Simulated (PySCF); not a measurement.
B3LYP has the VWN-RPA correlation part, as in Gaussian. 

CH₄OSi, SMILES `O=C[SiH3]` (charge 0, multiplicity 1)

Method: PySCF with B3LYP-D3(BJ)/def2-TZVP.

```json
{
  "HOMO": "-6.95 eV",
  "dipole_moment": "2.20 D",
  "HOMO–LUMO gap": "5.03 eV",
  "LUMO": "-1.91 eV",
  "total_energy": "-405.2805 Ha",
  "cost": "roughly 16 core-seconds"
}
```

Bonds (Å): O1–C2 1.208, C2–Si3 1.930, C2–H4 1.117, Si3–H5 1.482, Si3–H6 1.482, Si3–H7 1.476. Angles (°): O1–C2–Si3 123.3, O1–C2–H4 119.2, Si3–C2–H4 117.6, C2–Si3–H5 108.0, C2–Si3–H6 108.0, C2–Si3–H7 109.6, H5–Si3–H6 108.6, H5–Si3–H7 111.3, H6–Si3–H7 111.3.
